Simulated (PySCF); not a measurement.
# SrF at PBE0

Computed with PBE0; basis Sr x2c-TZVPall, F x2c-TZVPall; spin-free X2C with a Gaussian nucleus; PySCF 2.14.

For SrF, the state is ²Σ⁺ (doublet), unpaired electrons σ ↑ and the bond length is 2.061 Å. The harmonic wavenumber is 513 cm⁻¹, the force constant is 2.43 mdyn/Å and the rotational constant Be is 0.2541 cm⁻¹. The anharmonicity ωexe is 2.27 cm⁻¹. The vibration–rotation constant αe is 0.00158 cm⁻¹ and the well depth De to Sr + F is 126.8 kcal/mol. The dissociation energy D0 is 126.0 kcal/mol. The bond order (Mayer) is 0.63. The dipole moment (positive dipole means Sr(−)F(+)) is -3.23 D.

Spin–orbit coupling is left out. The state is the lowest determinant that a PBE0 search found; another state may lie lower at other levels.
